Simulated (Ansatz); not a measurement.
Ansatz (a first-principles code) input:

Ansatz 0.2 input:
```yaml
crystal:
  periodic: [false, false, false]
  atoms:
    - {symbol: C, position_ang: [-2.31071278, -0.74072958, 0.55884399]}
    - {symbol: C, position_ang: [-0.81743622, -1.06648569, 0.72537649]}
    - {symbol: C, position_ang: [0.09254407, -0.10139320, 0.03844941]}
    - {symbol: C, position_ang: [0.12231708, 1.33152170, 0.46438876]}
    - {symbol: C, position_ang: [-0.48827850, 2.29877475, -0.56515987]}
    - {symbol: C, position_ang: [1.10810650, -0.59431584, -0.93872282]}
    - {symbol: C, position_ang: [2.35446195, -1.19483572, -0.25871685]}
    - {symbol: H, position_ang: [-2.93031247, -1.46236306, 1.09570732]}
    - {symbol: H, position_ang: [-2.59713018, -0.76018506, -0.49431802]}
    - {symbol: H, position_ang: [-2.54271875, 0.25197087, 0.94871263]}
    - {symbol: H, position_ang: [-0.59555988, -1.09171072, 1.80320970]}
    - {symbol: H, position_ang: [-0.62956762, -2.07814897, 0.35486033]}
    - {symbol: H, position_ang: [-0.40381597, 1.45030666, 1.41621057]}
    - {symbol: H, position_ang: [1.15996474, 1.64153472, 0.64868714]}
    - {symbol: H, position_ang: [0.02306967, 2.22027911, -1.52626386]}
    - {symbol: H, position_ang: [-1.54290874, 2.07451017, -0.73148741]}
    - {symbol: H, position_ang: [-0.40751380, 3.33416726, -0.22600499]}
    - {symbol: H, position_ang: [0.66557032, -1.35856616, -1.58745412]}
    - {symbol: H, position_ang: [1.42748144, 0.22196711, -1.59395346]}
    - {symbol: H, position_ang: [2.84670422, -0.45336264, 0.37359532]}
    - {symbol: H, position_ang: [2.08273084, -2.04350896, 0.37166828]}
    - {symbol: H, position_ang: [3.07799348, -1.54210876, -0.99992407]}
basis:
  gaussian:
    orbitals: 6-31G
magnetization: {spin_polarized: true, initial_magnetization: 1}
correlation: {method: ccsd_t, electrons: outside_noble_gas}
```

Problem. Predict the final energy.

Solution. -274.39235 Eh (CCSD(T)/6-31G). The basis has 93 functions.

It need not be the lowest isomer of its formula.
